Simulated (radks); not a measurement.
Values are calculated unless marked as measured or tabulated.
Charge is removed step by step from the 4p3/2 level of Rb3+, starting from [Ar] 3d10 4s2 4p(1/2: 2, 3/2: 2). Code: a radial shooting solver on a logarithmic mesh with Libxc functionals. Model: Dirac Kohn-Sham, PBEsol, spin-unpolarised, spherical densities, finite nucleus; Fermi nuclear charge, rms radius 4.2036 fm.

| removed (e) | E - E(0) (eV) | eigenvalue (eV) | E minus straight line (eV) |
|---|---|---|---|
| 0 | 0.000 | -46.330 | 0.000 |
| 0.25 | 12.002 | -49.695 | -1.282 |
| 0.5 | 24.852 | -53.107 | -1.717 |
| 0.75 | 38.560 | -56.564 | -1.293 |
| 1 | 53.137 | -60.065 | 0.000 |

Removing the whole electron costs 53.137 eV by Delta-SCF, against 46.330 eV from minus the eigenvalue at the starting occupation. Slater's transition state (half an electron removed) gives 53.107 eV. Integrating minus the eigenvalue over the occupation (Janak's theorem) gives 53.137 eV. The mean slope of the eigenvalue, de/dn, is 13.7 eV per electron. Ionisation energy of Rb3+ in the NIST Atomic Spectra Database: 52.2 eV (semi-empirical).

Beside tabulated values, note that spin-unpolarised runs miss the spin-polarisation part of the exchange energy of open shells.
